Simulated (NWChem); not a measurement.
System: Si2H5OCl; SMILES [SiH3]O[SiH2]Cl

Input file for NWChem:

```
start job
memory heap 200 mb stack 900 mb global 1100 mb
geometry units angstroms noautosym nocenter noautoz
  Si    -0.436293     2.103557    -0.031673
  O      0.632787     0.844975    -0.252343
  Si     0.970420    -0.739174     0.013481
  Cl    -0.735380    -1.710026     0.670410
  H      0.182207     3.324137    -0.618348
  H     -0.688055     2.317467     1.423679
  H     -1.725869     1.810133    -0.721092
  H      2.001488    -0.870797     1.074388
  H      1.400377    -1.372705    -1.257718
end
basis spherical
  * library aug-cc-pvdz
end
dft
  xc b3lyp
  iterations 150
end
property
  response 1 0.0773
end
task dft property
```

Structure relaxed at the PBE0/def2-SVP level. B3LYP is NWChem's, with the RPA form of VWN correlation.

Field at 589 nm.

**Question.** Predict the main results of this run. (B3LYP/aug-cc-pVDZ.) Quantities: isotropic polarisability (bohr³); anisotropy (bohr³).

**Answer.** 
```
Item                              Result
--------------------------------  ------
isotropic polarisability (bohr³)    72.5
anisotropy (bohr³)                  13.0
```
